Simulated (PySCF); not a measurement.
KCl, SMILES [Cl][K]. Geometry: PBE0-D3(BJ)/def2-TZVPD.

Q: Give the equilibrium geometry at PBE0-D3(BJ)/def2-TZVPD (PySCF confirms it by a frequency run) as Cartesian coordinates in Å, and its point group. (The exact figures need the calculation; the answer reports its results.)

A: point group C∞v.
```xyz
2

K      0.0000     0.0000    -1.2723
Cl     0.0000     0.0000     1.4220
```
